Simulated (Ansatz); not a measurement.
A run for Ansatz (an electronic-structure program): R-PBE/def2-TZVPP on CH3FOSn (SMILES C[O][Sn][F]), a point of a torsion scan. Elements past Kr take the def2 small-core potentials; no spin–orbit coupling.

Ansatz 0.2 input:
```yaml
crystal:
  periodic: [false, false, false]
  atoms:
    - {symbol: C, position_ang: [-1.08401024, -0.11984764, 0.21297208]}
    - {symbol: O, position_ang: [0.15319883, 0.55221551, 0.12448643]}
    - {symbol: Sn, position_ang: [2.06915719, 1.02952493, -0.16375594]}
    - {symbol: F, position_ang: [2.77341345, -0.20352784, -1.70820922]}
    - {symbol: H, position_ang: [-1.12171288, -0.95109906, -0.49224487]}
    - {symbol: H, position_ang: [-1.89049859, 0.57972313, -0.01788853]}
    - {symbol: H, position_ang: [-1.22396180, -0.50275201, 1.22582044]}
basis:
  gaussian:
    orbitals: def2-TZVPP
hamiltonian:
  xc: {name: PBE}
scf: {lower_state_search: off}
```

It printed:

```
WARN ansatz: RAYON_NUM_THREADS=1 ignored (pool sized by the plan → 1); use --threads N
Functional definition: PBE
these checks for a lower state are left out or cut short: stability, starts, cluster_reference, orbital_swaps, neighbouring_geometries, increment
integrals: 0.08 GiB planned
1052 factors; their error is unknown
mean field: 0.63 GiB planned
mean field evaluation 1: about -11665.4302 eV, gradient 8.4e1 eV
mean field evaluation 2: about -11482.2840 eV, gradient 2.5e2 eV
mean field evaluation 4: about -11676.6440 eV, gradient 4.0e1 eV
mean field evaluation 8: about -11679.1512 eV, gradient 3.4e-1 eV
mean field evaluation 16: about -11679.1366 eV, gradient 1.4e-3 eV
mean field -11679.13663209 eV, -429.2003548261 hartree, gradient 2.0e-6 eV, S^2 0.000000; 0 other end points of the search recorded, 0 dependent functions left out
reference -11679.13667952 eV, -429.2003565693 hartree; 24, 24 occupied and 161, 161 virtual orbitals, 1052 factors
Total energy: -11679.13667952 eV, -429.2003565693 hartree
Checks for a lower state left out: stability, starts, cluster_reference, orbital_swaps, neighbouring_geometries, increment
```

The calculation finished and met its thresholds.

Cost: roughly 1.9 core-seconds.
